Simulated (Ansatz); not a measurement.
Relaxation of AlH8N3 (12 atoms, charge 0, multiplicity 1), to a largest force component of 0.03 eV/Å in at most 50 steps.

The calculation used RKS LDA/6-31G* in Ansatz 0.2.0.

```xyz
12
Properties=species:S:1:pos:R:3:forces:R:3
Al -0.006 -0.174 -0.150 0.01 0.35 -0.22
H -0.087 -0.420 1.401 -0.03 -0.37 0.31
N 1.581 -0.050 -0.941 0.02 -0.01 -0.02
H 2.458 -0.313 -0.490 0.00 0.01 0.01
H 1.732 0.154 -1.929 0.00 -0.01 0.01
N -1.501 0.032 -1.088 -0.01 0.00 0.00
H -2.434 -0.012 -0.676 0.01 -0.01 0.00
H -1.558 0.170 -2.098 0.00 0.00 0.01
N 0.063 2.416 1.567 -0.05 -0.67 -0.09
H 0.919 2.482 0.998 -0.01 0.01 0.00
H -0.728 2.657 0.955 0.01 -0.01 0.00
H -0.044 1.404 1.814 0.05 0.70 -0.01
```

Task: Where does it end, and by what steps?

Result: The run converged. The force dipped under the threshold on the way, but the program's further checks kept it going. After 13 steps the energy has fallen by 1.037 eV; N9 moved furthest, 0.77 Å. Joined: Al1–N9 (3.11 → 2.03 Å).

```json
{"step": "0", "energy less start (eV)": "0.0000", "largest force component (eV/Å)": "0.705", "accepted": "yes"}
{"step": "1", "energy less start (eV)": "-0.0703", "largest force component (eV/Å)": "1.186", "accepted": "yes"}
{"step": "2", "energy less start (eV)": "-0.1438", "largest force component (eV/Å)": "1.349", "accepted": "yes"}
{"step": "3", "energy less start (eV)": "-0.2462", "largest force component (eV/Å)": "1.383", "accepted": "yes"}
{"step": "4", "energy less start (eV)": "-0.3391", "largest force component (eV/Å)": "0.919", "accepted": "yes"}
{"step": "5", "energy less start (eV)": "-0.3771", "largest force component (eV/Å)": "1.061", "accepted": "yes"}
{"step": "6", "energy less start (eV)": "-0.6859", "largest force component (eV/Å)": "0.915", "accepted": "yes"}
{"step": "7", "energy less start (eV)": "-0.5494", "largest force component (eV/Å)": "3.808", "accepted": "no"}
{"step": "8", "energy less start (eV)": "-0.9132", "largest force component (eV/Å)": "0.611", "accepted": "yes"}
{"step": "9", "energy less start (eV)": "-1.0042", "largest force component (eV/Å)": "0.651", "accepted": "yes"}
{"step": "10", "energy less start (eV)": "-0.9726", "largest force component (eV/Å)": "0.900", "accepted": "no"}
{"step": "11", "energy less start (eV)": "-1.0319", "largest force component (eV/Å)": "0.146", "accepted": "yes"}
{"step": "12", "energy less start (eV)": "-1.0361", "largest force component (eV/Å)": "0.027", "accepted": "yes"}
{"step": "13", "energy less start (eV)": "-1.0374", "largest force component (eV/Å)": "0.029", "accepted": "yes"}
```

```xyz
12
Properties=species:S:1:pos:R:3
Al -0.008 0.052 0.114
H -0.106 -0.999 1.342
N 1.588 0.262 -0.754
H 2.370 -0.328 -0.454
H 1.606 0.293 -1.778
N -1.489 0.397 -0.900
H -2.355 -0.092 -0.656
H -1.414 0.390 -1.922
N 0.039 1.855 1.039
H 0.925 2.238 0.670
H -0.761 2.338 0.599
H 0.000 1.939 2.063
```

Time of the run: 27 s on 1 thread of Arm Neoverse V2 (shared host), peak memory 0.12 GiB.
